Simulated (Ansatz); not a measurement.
Frontier orbitals of `OC1[Se][Se]1`.

```xyz
6

O     0.791    0.574   -0.785
C     0.068   -0.210    0.065
Se   -1.449   -1.103   -0.710
Se   -1.523    0.534    0.972
H     1.466    1.041   -0.281
H     0.648   -0.836    0.739
```

Charge 0, multiplicity 1. Correlated methods include outer-core shells of Se, which these sets cover unevenly. Scalar relativity is left out up to krypton. All single points use the PBE0-D4/def2-TZVP geometry. It is one conformer, not always the lowest. Basis def2-TZVPP, the Gaussian-basis code of Ansatz.

```json
{"functional": "PBE", "HOMO (eV)": "-4.80", "LUMO (eV)": "-3.03", "gap (eV)": "1.77"}
{"functional": "revPBE", "HOMO (eV)": "-4.75", "LUMO (eV)": "-2.95", "gap (eV)": "1.80"}
{"functional": "BLYP", "HOMO (eV)": "-4.64", "LUMO (eV)": "-2.92", "gap (eV)": "1.72"}
{"functional": "PBE0", "HOMO (eV)": "-5.94", "LUMO (eV)": "-2.25", "gap (eV)": "3.69"}
{"functional": "B3LYP", "HOMO (eV)": "-5.71", "LUMO (eV)": "-2.46", "gap (eV)": "3.25"}
{"functional": "CAM-B3LYP", "HOMO (eV)": "-7.22", "LUMO (eV)": "-1.23", "gap (eV)": "5.99"}
{"functional": "LC-ωPBE", "HOMO (eV)": "-8.56", "LUMO (eV)": "-0.15", "gap (eV)": "8.41"}
{"functional": "ωB97M-V", "HOMO (eV)": "-8.07", "LUMO (eV)": "-0.30", "gap (eV)": "7.77"}
{"functional": "HF", "HOMO (eV)": "-8.47", "LUMO (eV)": "0.99", "gap (eV)": "9.46"}
```

From PBE to PBE0 the HOMO moves by −1.14 eV and the LUMO by +0.79 eV, and with ωB97M-V by −3.27 and +2.73 eV, so the gap grows from 1.77 to 7.77 eV with exact exchange.

B3LYP here is the variant with VWN-RPA as its local correlation; programs differ in this. LC-ωPBE has ω = 0.4 bohr⁻¹.
